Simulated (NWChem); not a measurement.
System: C₃H₉B, triplet; SMILES of the neutral closed-shell parent CB(C)C

The following NWChem deck was run.

```
start job
memory heap 200 mb stack 900 mb global 1100 mb
geometry units angstroms
  B      0.000218    -0.169922     0.455571
  C      1.206619     0.900232    -0.066431
  H      1.244793     1.027165    -1.160032
  H      2.025272     0.246866     0.290780
  H      1.218143     1.864479     0.452380
  C      0.001623    -1.650790    -0.079913
  H     -0.000135    -1.727247    -1.186693
  H     -0.876476    -2.211426     0.284624
  H      0.882951    -2.208444     0.281512
  C     -1.209593     0.897254    -0.065468
  H     -2.025707     0.241401     0.292438
  H     -1.248766     1.024074    -1.158911
  H     -1.223013     1.861235     0.453528
end
basis spherical
  B library sto-3g
  C library sto-3g
  H library sto-3g
end
dft
  odft
  mult 3
  xc hfexch
  iterations 150
end
driver
  maxiter 120
end
task dft optimize
```

Excerpt of the output:

```
             Northwest Computational Chemistry Package (NWChem) 7.3.0
             --------------------------------------------------------

 CS  symmetry detected

                             Geometry "geometry" -> ""
                             -------------------------

 Output coordinates in angstroms (scale by  1.889725989 to convert to a.u.)

  No.       Tag          Charge          X              Y              Z
 ---- ---------------- ---------- -------------- -------------- --------------
    1 B                    5.0000     0.46827418    -0.17763779     0.00000000
    2 C                    6.0000    -0.04623920     0.89441973     1.20810701
    3 H                    1.0000    -1.13890721     1.02845281     1.24678058
    4 H                    1.0000     0.30702636     0.23748245     2.02549147
    5 H                    1.0000     0.47896484     1.85511649     1.22057919
    6 C                    6.0000    -0.07689303    -1.65496912     0.00000000
    7 H                    1.0000    -1.18415046    -1.72417678     0.00000000
    8 H                    1.0000     0.28242006    -2.21647991    -0.87971517
    9 H                    1.0000     0.28242006    -2.21647991     0.87971517
   10 C                    6.0000    -0.04623920     0.89441973    -1.20810701
   11 H                    1.0000     0.30702636     0.23748245    -2.02549147
   12 H                    1.0000    -1.13890721     1.02845281    -1.24678058
   13 H                    1.0000     0.47896484     1.85511649    -1.22057919

 Effective nuclear repulsion energy (a.u.)     111.8527129129

      Symmetry information
      --------------------

 Group name             Cs
 Group number              2
 Group order               2
 No. of unique centers     8

                                Z-matrix (autoz)
                                --------

 Units are Angstrom for bonds and degrees for angles

[...]

      ----------------------
      Optimization converged
      ----------------------

  Step       Energy      Delta E   Gmax     Grms     Xrms     Xmax
  ---- ---------------- -------- -------- -------- -------- --------
@   11    -141.65387763 -9.8D-08  0.00002  0.00001  0.00017  0.00038
                                     ok       ok       ok       ok

                                Z-matrix (autoz)
                                --------

 Units are Angstrom for bonds and degrees for angles

[...]
```

Level: UHF/STO-3G. This spin state was assumed; another may lie lower. No stability test was run on the SCF state.
